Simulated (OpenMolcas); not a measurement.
Ni3+ with 6 ligands (water) in octahedral coordination (Th). Ligand basis ANO-RCC-VDZP.

```yaml
Program: OpenMolcas 26.06
Method: CASSCF
Basis: ANO-RCC-VTZP [6s5p3d2f1g]
Scalar_Hamiltonian: DKH2, point nucleus
Active_space: 7 electrons in 5 orbitals (3d)
State_averaging: 2S+1 = 4 even, 10 roots; 2S+1 = 2 even, 40 roots
Spin-orbit_coupling: RASSI with atomic mean-field integrals over the reference wave functions
```

All ligands move together. At R = 1.96 Å |10Dq| is 11016 cm-1, and at R = 2.05 Å it is 8646 cm-1.

Task: A third run gives 13299 cm-1. What distance was it run at?

Result: With a power law R^-n the two known points give n = -ln(8646 / 11016) / ln(2.05 / 1.96) = 5.40. Then R = 1.96 × (11016 / 13299)^(1/5.40) = 1.893 Å. The run was at 1.89 Å, so the estimate is off by +0.003 Å.

An orbital triplet at a regular site is open to Jahn-Teller coupling, which can distort the site and quench the lowest spin-orbit gaps and is left out. Without dynamic correlation the repulsion within the d shell is too large (B by tens of per cent), so at a given field states of lower spin stand too high. Ligand-to-metal charge-transfer states are missing. With no ligand orbital active B as a rule stays too high, so bands that hang on it stand too high and its fall with covalency is understated. With metal d orbitals alone the field can be off either way by tens of per cent. This shell can be high or low spin here, a state of another spin lies low, and with metal d orbitals alone active their balance is uncertain, so the ground spin may be wrong (holds for R = 1.89; R = 1.96). CASSCF with metal d orbitals alone favours high spin, so a ground state of lower spin is not ruled out (holds for R = 2.05). No measured value stands beside these numbers; the geometry is a model, was not optimised and need not be the one that this ion takes.
